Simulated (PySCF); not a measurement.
Method: TPSSh-D3(BJ)/def2-TZVP // BP86-D3(BJ)/def2-SVP (PySCF). Gas-phase values, no solvent. One relaxed conformer stands for a flexible species; it need not be the lowest. 

Reference species: [Sc(F)3] (neutral, multiplicity 1).

```json
{
 "charge on the central atom (Mulliken)": "1.49 e",
 "HOMO–LUMO gap": "7.15 eV",
 "charge on the central atom (meta-Löwdin)": "1.54 e"
}
```

Changed species: [Sc(F)(NH2)2] (2 of 3 F replaced by NH2; the reference has 0 of 3 F replaced by NH2).

What does the change do to the charge on the central atom (Mulliken), HOMO–LUMO gap and charge on the central atom (meta-Löwdin)?

the charge on the central atom (Mulliken) falls by 0.10 e, to 1.39 e; the HOMO–LUMO gap decreases by 2.64 eV, to 4.51 eV; the charge on the central atom (meta-Löwdin) decreases by 0.25 e, to 1.29 e.
